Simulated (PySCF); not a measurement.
Delta-SCF ions had no search for a lower state. Excitations are Tamm–Dancoff values on a coarser integration grid. The basis has no diffuse functions, so Rydberg states are missing or too high.

Z-matrix (Å, degrees):
```
C
C 1 1.5532
H 2 1.1115 1 108.11
H 2 1.1115 3 104.73 1 115.09
C 2 1.5294 3 109.14 4 116.76
H 5 1.1088 2 110.70 3 -56.96
H 5 1.1092 6 107.08 2 -122.57
H 5 1.1092 6 107.08 7 -114.86
C 1 1.5532 2 110.91 3 -64.42
H 9 1.1115 1 108.11 2 -177.28
H 9 1.1115 10 104.73 1 -115.09
C 9 1.5294 10 109.14 11 -116.76
H 12 1.1088 9 110.70 10 56.96
H 12 1.1092 13 107.08 9 122.57
H 12 1.1092 13 107.08 14 114.86
C 1 1.5532 2 110.91 3 177.28
H 16 1.1115 1 108.11 2 64.42
H 16 1.1115 17 104.73 1 -115.09
C 16 1.5294 17 109.14 18 -116.76
H 19 1.1088 16 110.70 17 56.96
H 19 1.1092 20 107.08 16 -122.57
H 19 1.1092 20 107.08 21 -114.86
C 1 1.5532 2 106.64 3 56.43
H 23 1.1115 1 108.11 2 -56.43
H 23 1.1115 24 104.73 1 -115.09
C 23 1.5294 24 109.14 25 -116.76
H 26 1.1088 23 110.70 24 56.96
H 26 1.1092 27 107.08 23 -122.57
H 26 1.1092 27 107.08 28 -114.86
```
Charge 0, spin multiplicity 1.

Question: What is the computed T1 excitation (TDA), HOMO, total energy, S1 excitation (TDA) and vertical ionisation energy (Delta-SCF) (PySCF 2.14.0 with PBE-D3(BJ)/def2-TZVP // PBE-D3(BJ)/def2-SVP)?

Answer: 
| Quantity | Result |
|---|---|
| T1 excitation (TDA) | 6.97 eV |
| HOMO | -6.95 eV |
| total energy | -354.6412 Ha |
| S1 excitation (TDA) | 7.06 eV |
| vertical ionisation energy (Delta-SCF) | 9.37 eV |
